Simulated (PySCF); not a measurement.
**Dipole response of Fe (iron, neutral)**

[Ar] 3d6 4s2, high-spin 5D determinant. Calculation: PySCF 2.14, in aug-cc-pVTZ with one added diffuse shell each of s, p, d, f, g type (9s8p6d4f3g, 118 functions); no relativity, point nucleus. Coupled (time-dependent) response in atomic units; α is the mean over directions.

| method | mean α (bohr³) | α xx, yy, zz | C₆ (like pair) | S(−4) |
| --- | --- | --- | --- | --- |
| PBE0 | 67.16 | 67.06, 67.06, 67.36 | 614.5 | 2568 |

S(−4) is the Cauchy moment in α(ω) = α(0) + S(−4) ω² + …

Reference α: 62 ± 4 bohr³ (recommended; Schwerdtfeger and Nagle, table of static dipole polarizabilities (2023 update)). Published C₆: 482.0 (Chu and Dalgarno (2004); Tang, Norbeck and Certain (1976)).

α(iu) at PBE0:

| u (hartree) | α(iu) (bohr³) |
| --- | --- |
| 0 | 67.16 |
| 0.0500 | 61.45 |
| 0.100 | 49.67 |
| 0.200 | 29.63 |
| 0.300 | 18.75 |
| 0.500 | 9.621 |
| 0.750 | 5.578 |
| 1.00 | 3.814 |
| 1.50 | 2.247 |
| 2.00 | 1.538 |
| 3.00 | 0.8817 |
| 5.00 | 0.4124 |

A single London oscillator, α(iu) = α/(1 + u²/ω²), gives C₆ = (3/4) ω α². Matching the computed C₆ needs ω = 4 × 614.5 / (3 × 67.16²) = 0.182 hartree.

The components differ because the open shell of this determinant is not spherical; for a pure term their mean is the scalar polarisability.
